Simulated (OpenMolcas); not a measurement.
## Re3+: moving or changing the point charges

Re3+ among 2 point charges of -1.5 e arranged as a linear pair (D∞h), 2.02 Å from the ion.
```
   0.0000    0.0000    2.0200  -1.50
   0.0000    0.0000   -2.0200  -1.50
```

```json
{
 "Program": "OpenMolcas",
 "Method": "CASSCF",
 "Basis": "ANO-RCC-VDZP [7s6p4d2f1g]",
 "Scalar Hamiltonian": "DKH2, point nucleus",
 "Active space": "4 electrons in 5 orbitals (5d)",
 "State averaging": "2S+1 = 5 even, 5 roots; 2S+1 = 3 even, 45 roots; 2S+1 = 1 even, 50 roots",
 "Spin-orbit coupling": "state interaction with AMFI integrals over the reference wave functions"
}
```

Runs around this geometry, states (labels by Λ). Energies in cm-1 above the lowest state or level, χT in cm3 K/mol.

| R (Å) | q (e) | Ground state | First state of that spin | First gap with spin-orbit (degeneracies) | χT at 300 K | First state of another spin |
| --- | --- | --- | --- | --- | --- | --- |
| 2.02 | -0.75 | 5Σ | 5Π 3635 | 1746 (1, 2) | 0.211 | 3Φ 16448 |
| 1.86 | -1.5 | 5Σ | 5Π 1438 | 1356 (1, 2) | 0.328 | 3Φ 9965 |
| 2.02 | -1.5 | 5Σ | 5Π 2497 | 1439 (1, 2) | 0.297 | 3Φ 12278 |
| 2.13 | -1.5 | 5Σ | 5Π 2786 | 1509 (1, 2) | 0.273 | 3Φ 13467 |

Scaling the charges by -0.75 / -1.5 = 0.50 scales the first state of the same spin by 3635 / 2497 = 1.46; with fixed orbitals a first-order splitting would follow the charge.

Without dynamic correlation the repulsion within the d shell is too large (B by tens of per cent), so at a given field states of lower spin stand too high. Point charges give a weaker field than real ligands, and real ions of this kind are as a rule low spin; the high spin found here belongs to the model. Spin-orbit coupling mixes the spin-free states strongly: the lowest level takes only 44 % from its leading state, 5Σ (figures for R = 2.02, q = -0.75; the like holds for R = 1.86, q = -1.5, R = 2.02, q = -1.5, R = 2.13, q = -1.5). This shell can be high or low spin here, a state of another spin lies low, and with metal d orbitals alone active their balance is uncertain, so the ground spin may be wrong (holds for R = 1.86, q = -1.5; R = 2.02, q = -1.5; R = 2.13, q = -1.5). This is an electrostatic model: the charges have no orbitals. No measured value stands beside these numbers.
